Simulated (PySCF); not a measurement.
Run record: geometry optimisation, `B[C@H](BCl)B(Cl)Cl`.

Method: PBE0-D3(BJ)/def2-SVP geometry optimisation, gas phase (PySCF 2.14.0). Start geometry: GFN2-xTB. The command runs a driver script over a list of jobs; the input below is this job's line of settings and its coordinates in Å.

Command:
```bash
OMP_NUM_THREADS=1 python probes_run.py task.json out
```

Input:
```
{"job": {"xc": "PBE0", "basis": "def2-SVP", "d3": "d3bj", "grid": 1, "shake": 0.01, "kind": "geom"}, "charge": 0, "multiplicity": 1}
B     -1.003980    -0.968330    -0.554480
C     -0.015720     0.248200    -0.366270
B      1.381550    -0.440780    -0.143010
Cl     2.616050    -0.295060    -1.333010
B     -0.442730     1.105480     0.883730
Cl    -0.500560     0.477500     2.483100
Cl    -0.866890     2.760360     0.667980
H     -1.566240    -1.050030    -1.582300
H     -1.209330    -1.699490     0.325280
H      0.008350     0.884370    -1.242380
H      1.637600    -1.048060     0.845700
```

Output:
```
step   0  E = -1494.66617497  max force = 0.026664
step   1  E = -1494.66959347  max force = 0.009310
step   2  E = -1494.67054918  max force = 0.003283
step   3  E = -1494.67067706  max force = 0.001358
step   4  E = -1494.67076183  max force = 0.000676
step   5  E = -1494.67079779  max force = 0.000749
step   6  E = -1494.67084964  max force = 0.000932
step   7  E = -1494.67088417  max force = 0.000730
step   8  E = -1494.67089553  max force = 0.000258
optimisation converged
```

Energies in Eh; «max force» is the largest Cartesian gradient component in Eh/bohr.

Question: Give the first gradient maximum in eV/Å.

Answer: With 1 Eh/bohr = 51.422 eV/Å, 1.371 eV/Å.

Question: How much energy does the optimisation release, in kcal/mol?

Answer: E(step 0) − E(last step) = 0.004721 Eh, which is 3.0 kcal/mol.

Summary of the converged run: final energy -1494.67090 Eh after 8 steps; dipole 0.64 D.

Question: Give the final coordinates.

Answer: 0.101 Å rms from the input after alignment:
```
atom  x, y, z in Å
B1    -1.2472   -0.6956   -0.3960
C2    -0.0094    0.2550   -0.4405
B3     1.2087   -0.7007   -0.2428
Cl4    2.4496   -0.7716   -1.4751
B5    -0.0734    1.1507    0.8400
Cl6   -0.1407    0.5186    2.4719
Cl7   -0.0760    2.8950    0.6455
H8    -2.0261   -0.6794   -1.3184
H9    -1.4284   -1.4449    0.5306
H10    0.0541    0.8653   -1.3490
H11    1.3423   -1.4117    0.7160
```

Question: Estimate the wall time. Hardware: an Arm Neoverse V1 with one thread, shared host with 32 logical CPUs at a one-minute load of 32. And the peak memory of the process?

Answer: About 74 s, with 0.52 GiB resident at the peak, the Python interpreter and its libraries included.
Labels such as C1 count atoms from 1, the log's own numbers from 0.
